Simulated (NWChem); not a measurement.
Molecule: SiNH3ClF; SMILES N[SiH](F)Cl

```xyz
7

Si    -0.0627    -0.4200     0.3724
N      1.4429    -1.0798    -0.0722
F     -1.3126    -0.9205    -0.5133
Cl     0.0452     1.6228     0.0945
H     -0.3652    -0.7476     1.7757
H      1.6883    -2.0280     0.1859
H      1.9353    -0.7698    -0.9008
```
Atoms are numbered in this order, from 1.

The geometry was optimised at B3LYP/6-31G* (spherical d).

**Question.** Give the principal values of the shielding tensors (ppm) of Si1, N2, F3, Cl4 from KT2/pcSseg-1, GIAO (NWChem), with their diamagnetic and paramagnetic parts as GIAO splits them.

**Answer.** 
```
atom    σ11    σ22     σ33  isotropic  diamagnetic  paramagnetic
----  -----  -----  ------  ---------  -----------  ------------
Si1   354.1  383.5   401.1      379.6        883.0        -503.5
N2    191.3  205.2   259.6      218.7        319.8        -101.1
F3    207.1  251.4   329.6      262.7        474.2        -211.4
Cl4   753.3  859.3  1041.1      884.6       1150.7        -266.1
```
